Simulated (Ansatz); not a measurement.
`[CH3][Al]([OH])[SiH3]` + H₂ → `[CH3][AlH][OH]` + SiH₄  (hydrogenolysis of the Al–Si bond)

Gas-phase electronic energies from Ansatz, PBE0-D4/def2-TZVP geometries. CBS: MP2 limit from def2 TZ/QZ plus the TZ coupled-cluster correction, frozen cores. This one scheme is used for every species. Functionals use def2-TZVPP. One conformer a species, not always the lowest.

CCSD(T)/CBS gives -0.14 eV.

(1) Another level gave -0.02 eV. Which?
A. revPBE-D4/def2-TZVPP
B. CAM-B3LYP/def2-TZVPP
C. r2SCAN0-D4/def2-TZVPP
D. LDA (SPW92)/def2-TZVPP

(2) What do rigid-rotor, harmonic-oscillator terms from PBE0-D4/def2-TZVP frequencies (298.15 K, 1 bar) make of the CCSD(T)/CBS value? (Estimate.)

Largest T1 diagnostic among the species: 0.013.

Answers

(1) D. LDA (SPW92) -0.02, r2SCAN0-D4 -0.12, revPBE-D4 0.02, CAM-B3LYP -0.28 eV.

(2) The calculation gave: ΔZPE = +0.09 eV, ΔH = -0.11 eV, ΔS = 0 J/(mol·K), ΔG = -0.11 eV. Modes under 50 cm⁻¹ make the entropy rough.

The D4 term adds +0.07 eV with B3LYP and +0.04 eV with PBE0; it sums over pairs of atoms, weighted by their polarisabilities, and B3LYP, whose exchange is more repulsive, gets the larger term. Leaving LDA and LC-ωPBE aside and taking each functional with its dispersion term where it has one, the values, not all of them listed here, spread over 0.26 eV, from B97M-V to revPBE-D4.

B3LYP here is the variant with VWN-RPA as its local correlation; programs differ in this.
